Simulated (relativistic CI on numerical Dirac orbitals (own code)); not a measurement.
## One change at a time: Ba8+

Base calculation: Dirac-Coulomb-Breit CI, KLI orbitals optimised for each configuration, model QED, unscaled Slater integrals.

Configuration list (outside the closed core [Kr]): 4d¹⁰5s², 4d¹⁰5s5p, 4d¹⁰5s5d, 4d¹⁰5s4f, 4d¹⁰5s5f, 4d¹⁰5p5d, 4d¹⁰5s5g, 4d¹⁰4f5d, 4d⁹5s²4f, 4d¹⁰5s6s, 4d¹⁰5s6p, 4d¹⁰5p5g, 4d¹⁰5s6d, 4d¹⁰5s7s, 4d¹⁰4f5g, 4d⁹5s²5p, 4d¹⁰5d5f, 4d¹⁰5s7p, 4d¹⁰5s6f, 4d¹⁰5s7d, 4d¹⁰5s8s, 4d¹⁰5p², 4d⁹4f5p², 4d¹⁰4f², 4d⁹4f³, 4d¹⁰4f5p, 4d⁹4f²5p, 4d¹⁰5d², 4d⁹4f5d², 4d¹⁰5f², 4d⁹4f5f², 4d¹⁰5p5f, 4d⁹4f5p5f, 4d¹⁰4f5f, 4d⁹4f²5f. Double excitations out of closed p, d and f shells are left out; levels of such configurations are missing from the list, as are those of other unlisted configurations, and high levels can miss mixing partners. These lack a partner that the ground configuration has and come out too high: 4d⁹5s²5p.

The lowest level and the first level of each name with at least 55 % of one term (blank where a level has no safe partner in the second run):

```tsv
Level	Base (cm⁻¹)	Shift (cm⁻¹)
4d¹⁰5s² ¹S0	0	0
4d¹⁰5s5p ³P°0	105008	-1189
4d¹⁰5s5p ³P°1	110673	-278
4d¹⁰5s5p ³P°2	130180	-840
4d¹⁰5s5p ¹P°1	162143	+18351
4d¹⁰5s4f ³F°2	228224	+1588
4d¹⁰5s4f ³F°3	228695	+1579
4d¹⁰5s4f ³F°4	229425	+1555
4d¹⁰5s4f ¹F°3	237146	+2998
4d¹⁰5p² ³P0	269368	-7166
4d¹⁰5p² ¹D2	284979	
4d¹⁰5p² ³P1	285496	-6735
4d¹⁰5p² ³P2	308665	
4d¹⁰5p² ¹S0	341438	-6234
```

At this charge configurations can still be misplaced by up to about 7 % of their energy. Levels and lines within the n = 5 or 6 shells can be off by up to 10 % or somewhat more, and those that change n by about 2 %, since core polarisation is missing. Levels that differ in their count of f electrons can be misplaced by several ten thousand cm⁻¹, since the correlation energy of f electrons is missing or only estimated; rates across such gaps can be off by orders of magnitude.

(1) One thing was changed in a second run, which moved the levels as shown. Which?
A. Breit term removed
B. QED terms removed
C. valence Slater integrals scaled by 0.9
D. configuration mixing switched off

Results:

(1) D. Configuration mixing switched off. Without mixing, levels that were pushed by configurations of the same parity and J return to their single-configuration places.

LS names give the leading component of a level, which can be under half, so a name can repeat, a term be missing and a line seem to break the LS rules.
